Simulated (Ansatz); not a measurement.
Mulliken charges of CH6AsNZn (`N[CH2][Zn][AsH2]`) from PBE/def2-TZVPP in Ansatz (PBE0-D4/def2-TZVP geometry).

```
atom   x (Å)   y (Å)   z (Å)  charge (e)
  N1  -1.843  -0.944  -0.057      -0.355
  C2  -0.397  -1.166  -0.004      -0.192
 Zn3   0.555   0.559  -0.094       0.148
 As4   1.631   2.689  -0.213      -0.056
  H5  -2.126  -0.590  -0.960       0.140
  H6  -2.352  -1.811   0.084       0.133
  H7  -0.146  -1.576   0.980       0.102
  H8  -0.012  -1.885  -0.743       0.091
  H9   2.987   1.992  -0.303      -0.008
 H10   1.704   2.732   1.311      -0.004
```

**Question.** By hand: the dipole of these point charges (1 e Å = 4.8032 D).

**Answer.** Σ q r = (0.064, -0.191, -0.075) e Å, of length 0.215 e Å = 1.03 D.

**Question.** How does the dipole of the full density compare? (An estimate is asked.)

**Answer.** Computed: (-0.066, -0.367, -0.140) e Å, 1.91 D; the point charges give 0.54 times that, at 27° from its direction.

Point charges leave out the atoms' own dipoles, such as those of lone pairs, and Mulliken's split depends on the basis, so the two needn't agree.
